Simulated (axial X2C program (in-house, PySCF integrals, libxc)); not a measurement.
Outer orbitals of SnH⁺ at 1.762 Å, BP86

Computed with an in-house all-electron X2C program for linear molecules (integrals from PySCF). Spin-free means the one-electron spin-free X2C Hamiltonian; two-component (2c) means X2C with spin–orbit coupling and atomic mean-field two-electron Coulomb and Gaunt terms, so the difference of the two also holds small scalar two-electron terms. Basis: Sn dyall-cv3z [11s12p9d4f1g], H dyall-v3z [6s2p1d] (cores contracted in-house); Gaussian nuclei, density fitting, unrestricted open shells. Masses: Sn 119.902 u, H 1.008 u.

The distance is close to the 2c PBE0 minimum; the highest filled and lowest empty levels are listed.

Spin-free orbitals, state M_S = 0, Λ = 0 (closed shell) (Löwdin shares):

| symmetry | occupied | ε (eV) | atomic character |
| --- | --- | --- | --- |
| δ-α | yes | -33.99 | 100% Sn d |
| δ+α | yes | -33.99 | 100% Sn d |
| π-α | yes | -33.63 | 100% Sn d |
| π+α | yes | -33.63 | 100% Sn d |
| σα | yes | -33.57 | 99% Sn d |
| σα | yes | -18.61 | 73% Sn s, 22% H s, 4% H p |
| σα | yes | -13.00 | 50% Sn p, 34% H s, 12% Sn s |
| π-α | no | -10.42 | 97% Sn p, 2% H p |
| π+α | no | -10.42 | 97% Sn p, 2% H p |
| σα | no | -5.89 | 30% Sn p, 30% Sn d, 19% H s |
| σα | no | -3.37 | 62% Sn s, 22% H s, 12% Sn d |

One partner of each degenerate Kramers or spin pair is listed.

Spinors with spin–orbit coupling (state Ω = 0):

| ω | occupied | ε (eV) | atomic character | λ mixture |
| --- | --- | --- | --- | --- |
| 3/2 | yes | -34.51 | 100% Sn d | 88% δ, 12% π |
| 1/2 | yes | -34.18 | 100% Sn d | 63% π, 37% σ |
| 5/2 | yes | -33.58 | 100% Sn d | 100% δ |
| 3/2 | yes | -33.28 | 100% Sn d | 88% π, 12% δ |
| 1/2 | yes | -33.19 | 99% Sn d | 63% σ, 37% π |
| 1/2 | yes | -18.60 | 73% Sn s, 22% H s, 4% H p | 100% σ |
| 1/2 | yes | -13.02 | 50% Sn p, 33% H s, 12% Sn s | 99% σ, 1% π |
| 1/2 | no | -10.59 | 97% Sn p, 2% H p | 99% π, 1% σ |
| 3/2 | no | -10.22 | 97% Sn p, 2% H p | 100% π |
| 1/2 | no | -5.89 | 30% Sn p, 30% Sn d, 19% H s | 100% σ |
| 1/2 | no | -3.37 | 62% Sn s, 22% H s, 12% Sn d | 100% σ |

One partner of each degenerate Kramers or spin pair is listed.

**Question.** How does the gap between the highest filled and lowest empty level change from the spin-free to the 2c table?

**Answer.** From 2.58 to 2.43 eV at BP86, a change of -0.15 eV.

Mulliken charges and populations of the two-component result (they depend on the basis, above all on diffuse functions):

Sn 1.12 e (s 9.92 p 18.94 d 20.02), H -0.12 e (s 1.09 p 0.02).

The state is one determinant whose occupation by symmetry is held fixed; it was picked as the lowest of a PBE0 search that is not exhaustive.
